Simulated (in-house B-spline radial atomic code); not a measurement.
Ar II (Ar+) is squeezed into an impenetrable sphere of radius R (the orbitals vanish at R). No spin polarisation. Computed with an all-electron radial atomic-structure program (B-spline basis): scalar-relativistic (X2C) PBE, spherical fractional occupations, Fermi nucleus of rms radius 3.4274 fm.

Energies in eV above the free ion in [Ne] 3s2 3p5:

| R (bohr) | highest level (eV) | [Ne] 3s2 3p5 | [He] 2s2 2p5 3s2 3p5 3d1 | [Ne] 3s1 3p5 3d1 |
| --- | --- | --- | --- | --- |
| 8.32 | -22.1 | 6.311e-05 | 254.3 | 33.62 |
| 6.25 | -22.1 | 0.008421 | 254.5 | 33.84 |
| 4.64 | -21.8 | 0.3267 | 255.3 | 34.98 |
| 4.12 | -21.2 | 1.04 | 256.3 | 36.33 |
| 3.58 | -19.8 | 3.45 | 259.1 | 39.85 |
| 3.11 | -16.8 | 9.867 | 265.8 | 47.89 |
| 2.42 | -4.64 | 47.77 | 304 | 89.92 |
| 2.09 | 9.75 | 104.5 | 361.7 | 149 |
| 1.77 | 37.3 | 231 | 491.9 | 276 |
| 1.34 | 132 | 738.5 | 1021 | 764.8 |

Does [He] 2s2 2p5 3s2 3p5 3d1 fall below [Ne] 3s2 3p5 under compression?

No, it stays above over the whole range.

Does [Ne] 3s1 3p5 3d1 fall below [Ne] 3s2 3p5 under compression?

No, it stays above over the whole range.

The highest level is first positive in the row R = 2.09 bohr, pushed up by confinement above the zero of the free ion's potential. Each configuration is held fixed and needn't be the lowest in the sphere.
